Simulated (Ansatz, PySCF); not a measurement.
Precursor series Ti Cl-F. All species are isolated molecules in the gas phase.

Quantity: redistribution energy (mixed species minus the weighted end members), in eV.

Level 1: PBE-D3(BJ)/def2-TZVP // TPSS-D3(BJ)/def2-SVP (PySCF)
Level 2: frozen-core MP2/def2-TZVPP // TPSS-D3(BJ)/def2-SVP (Ansatz, a first-principles code)
Level 3: PBE/6-31G* (LANL2DZ on Ti) // TPSS-D3(BJ)/def2-SVP (PySCF)
Level 4: SVWN5/6-31G* (LANL2DZ on Ti) // TPSS-D3(BJ)/def2-SVP (PySCF)

```
species                                 level 2  level 3  level 4
--------------------------------------  -------  -------  -------
3 of 4 Cl replaced by F: [Ti(Cl)(F)3]     0.093    0.025    0.034
2 of 4 Cl replaced by F: [Ti(Cl)2(F)2]    0.129    0.039    0.052
1 of 4 Cl replaced by F: [Ti(Cl)3(F)]     0.099    0.033    0.043
```

What does level 1 give for each?


- 3 of 4 Cl replaced by F: [Ti(Cl)(F)3]: 0.023
- 2 of 4 Cl replaced by F: [Ti(Cl)2(F)2]: 0.030
- 1 of 4 Cl replaced by F: [Ti(Cl)3(F)]: 0.022
